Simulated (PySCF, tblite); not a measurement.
Isomers of C3H9ClO2Si2. Computed with GFN2-xTB (tblite): harmonic, unscaled wavenumbers at the GFN2-xTB geometry, gas phase. Errors from tens to a few hundred cm⁻¹ against measured bands are possible. Modes of hydrogen on silicon can be 10 to 20 % off. One conformer each.

Electronic energies: PBE0/pcSseg-1 single points on the GFN2-xTB geometries (PySCF, gas phase).

| SMILES | electronic energy, lowest = 0 (kcal/mol) |
| --- | --- |
| [SiH3]CO[SiH2]O/C=C\Cl | 64.9 |
| C=CO[Si@@](O)([SiH3])CCl | 37.4 |
| O=C(CO[SiH3])[SiH2]CCl | 72.3 |
| CO[C@@H]1C[SiH2]O[Si@@H]1Cl | 0.0 |

Question: How do GFN2-xTB zero-point energies change the relative energies?

Answer: 
```csv
SMILES,ZPE (kcal/mol),of it from modes above 1550 cm⁻¹,electronic (kcal/mol),"with ZPE, lowest = 0 (kcal/mol)",lowest mode (cm⁻¹),rings
CO[C@@H]1C[SiH2]O[Si@@H]1Cl,73.6,35.2,0.0,0.0,49,1
C=CO[Si@@](O)([SiH3])CCl,69.9,39.0,37.4,33.7,32,0
[SiH3]CO[SiH2]O/C=C\Cl,68.6,35.8,64.9,59.9,18,0
O=C(CO[SiH3])[SiH2]CCl,67.9,35.8,72.3,66.6,46,0
```

The zero-point energies span 5.7 kcal/mol, from `O=C(CO[SiH3])[SiH2]CCl` to `CO[C@@H]1C[SiH2]O[Si@@H]1Cl`. The order is unchanged.

Question: And how do the electronic energies of GFN2-xTB itself compare?

Answer: `CO[C@@H]1C[SiH2]O[Si@@H]1Cl` 0.0; `C=CO[Si@@](O)([SiH3])CCl` 50.2; `[SiH3]CO[SiH2]O/C=C\Cl` 34.1; `O=C(CO[SiH3])[SiH2]CCl` 68.5 kcal/mol, lowest = 0. Against the energies above, taken from the same isomer `CO[C@@H]1C[SiH2]O[Si@@H]1Cl`, the largest difference is 30.8 kcal/mol.

Question: What do entropy and thermal enthalpy add at 298.15 K and 1 bar (rigid rotor, harmonic oscillator, one conformer each)?

Answer: 
| SMILES | point group | symmetry number | S (cal/(mol K)) | H − H(0) (kcal/mol) | ZPE + H − H(0) − TS (kcal/mol) |
| --- | --- | --- | --- | --- | --- |
| CO[C@@H]1C[SiH2]O[Si@@H]1Cl | C1 | 1 | 101.5 | 7.24 | 50.6 |
| C=CO[Si@@](O)([SiH3])CCl | C1 | 1 | 116.0 | 8.75 | 44.1 |
| O=C(CO[SiH3])[SiH2]CCl | Cs | 1 | 113.1 | 8.28 | 42.5 |

Not tabulated: `[SiH3]CO[SiH2]O/C=C\Cl` (lowest mode only 18 cm⁻¹).
